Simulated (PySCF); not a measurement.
# Excitation energy of La²⁺ by level of theory

La²⁺ [Xe] 5d1 (2D) → La²⁺ [Xe] 4f1 (2F), as a difference of total energies. Computed with PySCF 2.14 in ANO-RCC-VTZP, with scalar relativity by spin-free X2C-1e. Correlated levels: valence: [Kr] 4d10 frozen; valence and next inner shell: [Ar] 3d10 frozen. The calculations carry no spin-orbit coupling.

```json
{"method": "UHF", "excitation energy (cm⁻¹)": "73704"}
{"method": "LDA", "excitation energy (cm⁻¹)": "62583"}
{"method": "PBE", "excitation energy (cm⁻¹)": "62491"}
{"method": "PBE0", "excitation energy (cm⁻¹)": "65844"}
{"method": "r2SCAN", "excitation energy (cm⁻¹)": "65304"}
{"method": "MP2 (valence)", "excitation energy (cm⁻¹)": "70966"}
{"method": "SCS-MP2 (valence)", "excitation energy (cm⁻¹)": "71261"}
{"method": "MP2 (valence and next inner shell)", "excitation energy (cm⁻¹)": "70130"}
{"method": "SCS-MP2 (valence and next inner shell)", "excitation energy (cm⁻¹)": "70638"}
```

A first-order spin-orbit estimate (lowest level to lowest level, LS coupling) adds 0.119 eV.

The basis was made for the ground configuration and has no added diffuse functions, so the excitation energy can come out too high.
